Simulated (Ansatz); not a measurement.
Energy needed to pull apart GeH2ClO (SMILES [OH][GeH][Cl]), doublet, into free ground-state atoms, from the structure below (displaced at random from its PBE0-D4/def2-TZVP minimum); no zero-point or spin–orbit terms; open-shell atoms are treated unrestricted, in their ground-state multiplicity.

```xyz
5
angstrom
O -1.0194 -0.3904 -0.5857
Ge 0.1695 0.0443 0.6274
Cl 1.6953 -1.5236 0.3501
H -1.6942 0.3231 -0.7492
H 0.8091 1.4097 0.3040
```

Program: Ansatz 0.2.0. Basis: def2-TZVPP. Cores are frozen in the correlated methods; orbitals are unrestricted. Filled d shells of the heavier atoms are correlated. The def2 sets are not built for correlating such inner shells, so the correlated values are less sure here.

```csv
method,atomization energy (kJ/mol)
PBE-D4,?
r2SCAN-D4,?
PBE0-D4,1418
wB97M-V,1429
HF,959
MP2,1434
CCSD,1363
CCSD(T),1394
```

Q: What does r2SCAN-D4 give? (An estimate is asked for; the value comes from the calculation.)

A: Computed: 1452 kJ/mol, which is about 58 kJ/mol more than CCSD(T)/def2-TZVPP.

Q: What does PBE-D4 give? (An estimate is asked for; the value comes from the calculation.)

A: By the calculation: 1465 kJ/mol, which is about 71 kJ/mol more than CCSD(T)/def2-TZVPP.

In triple zeta the MP2 and coupled-cluster atomization energies are still short of their basis limit by a few kcal/mol a bond, whereas those of the functionals are nearly converged, so these differences are not deviations from converged CCSD(T).

The T1 diagnostic stays at or below 0.015. ⟨S²⟩ of the unrestricted Hartree–Fock references: 0.76 (a pure state has 0.75).

For scale, one of the runs: CCSD(T)/def2-TZVPP forces, 149 basis functions (an equivalent command: `ansatz run in.yaml --threads 4`). Time: 2.6 min of wall clock on 4 CPU threads; the host was shared. Peak host memory: 4.2 GiB.
